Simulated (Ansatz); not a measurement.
Worked example: C2H5Br + C2H5ClSn → C2H5Cl + C2H5BrSn

Gas-phase species: C2H5Br (bromoethane) `CCBr`, singlet; C2H5ClSn `C[CH2][Sn][Cl]`, singlet; C2H5Cl (chloroethane) `CCCl`, singlet; C2H5BrSn `C[CH2][Sn][Br]`, singlet. The partners trade Br for Cl: C–Br and Sn–Cl bonds give way to C–Cl and Sn–Br.

Shapes, held fixed at every level: PBE0-D4/def2-TZVP. Flexible molecules stand in one conformer, not always the lowest. Programs: Ansatz 0.2.0. The zero-point and thermal change to 298 K, harmonic and unscaled (PBE0-D4/def2-TZVP), is +0.9 kJ/mol.

At CCSD(T)/def2-TZVPP; 1 Eh = 2625.50 kJ/mol:

| species | energy (Eh) |
| --- | --- |
| C2H5Br | -2651.785490 |
| C2H5ClSn | -752.503279 |
| C2H5Cl | -538.804039 |
| C2H5BrSn | -2865.486357 |

**Question.** Work out ΔH(298 K) of the reaction at this level.

**Answer.** 
1. Products less reactants: (-538.804039) + (-2865.486357) − [(-2651.785490) + (-752.503279)] = -0.001627 Eh = -4.3 kJ/mol.
2. With the thermal change: -4.3 + (+0.9) = -3.4 kJ/mol.

Other levels give -11.3 (CCSD(T)/def2-SVP) to -3.3 kJ/mol (MP2/def2-TZVPP). No measured value is set beside it here. For atoms past krypton def2 sets carry core potentials with scalar relativity. Relativity is left out for Br. Outer-core shells of Br, Sn are correlated, in sets that cover them unevenly. That is about zero within the method's error.
